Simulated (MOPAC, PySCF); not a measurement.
C2H6Br2InN, SMILES `C[N](C)[In]([Br])[Br]` (C–N–In–Br torsion 180°), neutral singlet in the gas phase. 

Cartesian coordinates (Å):
SMILES: C[N](C)[In]([Br])[Br]
```xyz
12

C     -0.3953    -1.2314     0.7450
N     -0.0737    -0.0132     0.0339
C     -1.1500     0.9496    -0.0526
In     1.7436     0.3184    -0.7808
Br     2.1787     2.4533    -1.9869
Br     3.5185    -1.4151    -0.5662
H      0.4669    -1.9154     0.7714
H     -1.2381    -1.7727     0.2681
H     -0.6922    -1.0257     1.7939
H     -1.4880     1.2756     0.9526
H     -2.0345     0.5284    -0.5730
H     -0.8356     1.8483    -0.6053
```
Charge 0, multiplicity 1.

All levels are single points at this geometry (B3LYP-D3(BJ)/def2-SVP); Pople sets use spherical d functions. Orbital energies aren't observables, and empty levels follow the basis.

```
level                                         HOMO (eV)  LUMO (eV)  gap (eV)  dipole (D)  vertical IE, Delta-SCF (eV)
--------------------------------------------  ---------  ---------  --------  ----------  ---------------------------
M06-2X/def2-TZVP in PySCF                         -7.88      -1.54      6.35        2.51                         8.46
PBE-D3(BJ)/def2-TZVP in PySCF                     -5.39      -3.23      2.15        2.64                         8.11
B3LYP/6-311+G** (LANL2DZ on Br, In) in PySCF      -6.46      -2.65      3.81        2.93                            –
B3LYP/6-31G* (LANL2DZ on In) in PySCF             -6.24      -2.45      3.79        2.85                         8.19
B3LYP/LANL2DZ in PySCF                            -6.26      -2.58      3.68        3.33                            –
AM1 in MOPAC                                      -9.28      -2.32      6.96        2.48                            –
PM3 in MOPAC                                      -9.87      -2.92      6.95        5.29                            –
PM6 in MOPAC                                      -8.84      -1.90      6.93        3.32                            –
PM7 in MOPAC                                      -8.87      -1.46      7.41        4.57                            –
```
